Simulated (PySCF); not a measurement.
## Broadened absorption spectrum of C7H7FO

Compound: C₇H₇FO.
Structure used (GFN2-xTB), in Å, numbered top down from 1:
```
atom  x, y, z in Å
C1    -1.994   -0.638   -0.195
C2    -0.569   -0.176   -0.031
C3    -0.158    1.139   -0.721
C4     0.896    1.572   -0.052
C5     1.121    0.517    1.039
O6    -0.214    0.135    1.323
C7     1.587   -0.732    0.285
F8     2.845   -1.167    0.329
C9     0.543   -1.176   -0.393
H10   -2.159   -1.537    0.392
H11   -2.193   -0.849   -1.243
H12   -2.672    0.137    0.152
H13   -0.664    1.549   -1.571
H14    1.515    2.434   -0.192
H15    1.676    0.802    1.926
H16    0.431   -2.003   -1.062
```

The calculation used TDDFT PBE0/def2-SVPD, vertical, gas phase, core orbitals frozen in the response (PySCF).

Computed states:

```
state  E (eV)       f
   S1    4.59  0.0002
   S2    5.47  0.0000
   S3    5.90   0.020
   S4    6.29  0.0052
   S5    6.60  0.0083
   S6    6.76   0.080
```

Each state is given a Gaussian of 0.25 eV full width at half maximum, with ε(max) = 2.175×10⁸ f / Δν̃ (Δν̃ the width in cm⁻¹). The cross-section is σ = 3.8235×10⁻²¹ ε cm², given in Mb (10⁻¹⁸ cm²). The width is an assumption, not a result. The curve ends short of the highest state used, and states not computed would add to its high-energy end.

(1) Give the broadened spectrum and its maxima.

(2) On this curve, what absorbance would a 10⁻⁴ mol/L sample give at 280 nm over a 1 cm path?

(3) Coming from long wavelengths, where does ε first pass 100 L mol⁻¹ cm⁻¹?

Answers

(1) 
λ (nm), σ (Mb) and a bar:
```
    201.3       1.41 #####
    203.5       2.02 #######
    205.6       4.08 ###############
    207.8       6.86 #########################
    209.9       8.20 ##############################
    212.1       7.09 ##########################
    214.2       4.59 #################
    216.4       2.16 ########
    218.6       0.77 ###
    220.7       0.23 #
    222.9       0.06 
    225.0       0.02 
    227.2       0.02 
    229.3       0.01 
    231.5       0.01 
    233.7       0.00 
    235.8       0.00 
    238.0       0.00 
    240.1       0.00 
    242.3       0.00 
    244.4       0.00 
    246.6       0.00 
    248.8       0.00 
    250.9       0.00 
    253.1       0.00 
    255.2       0.00 
    257.4       0.01 
    259.5       0.02 
    261.7       0.03 
    263.9       0.04 
    266.0       0.06 
    268.2       0.07 
    270.3       0.07 
    272.5       0.07 
    274.6       0.06 
    276.8       0.04 
    279.0       0.03 
    281.1       0.02 
    283.3       0.01 
    285.4       0.00 
    287.6       0.00 
    289.7       0.00 
    291.9       0.00 
    294.1       0.00
```

Maxima: 270 nm (4.59 eV), ε about 19, made up of S1 (100%); 210 nm (5.90 eV), ε about 2100, made up of S3 (100%) (ε in L mol⁻¹ cm⁻¹; maxima over ε = 5, shares over 10%). At its high-energy end, 6.16 eV, the curve is still rising (ε about 370, from S3 and S4).

(2) 280 nm is 4.428 eV, where ε is about 5.9 L mol⁻¹ cm⁻¹, so A = ε c l ≈ 0.00059 (Beer–Lambert, with the gas-phase spectrum and the assumed width).

(3) At about 220 nm (5.64 eV), 1.05 eV above S1.
